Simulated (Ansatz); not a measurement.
`S[SiH]1BCC1`, charge 0, multiplicity 1.

Question: Give a relaxed structure at PBE0-D4/def2-TZVP (Ansatz). (Best estimate.)

Answer: The calculation gave: 
Z-matrix (Å, degrees):
```
Si
B 1 2.025
S 1 2.148 2 108.6
C 1 1.901 2 76.3 3 -110.8
H 1 1.492 2 127.5 3 134.7
C 2 1.569 1 85.8 3 95.5
H 2 1.192 1 143.8 3 -86.9
H 3 1.345 1 95.5 2 -158.6
H 4 1.090 1 120.9 2 136.8
H 4 1.094 1 109.3 2 -96.6
H 6 1.107 2 101.8 1 -93.6
H 6 1.095 2 120.4 1 150.3
```
This is one stationary point; other conformers may exist.
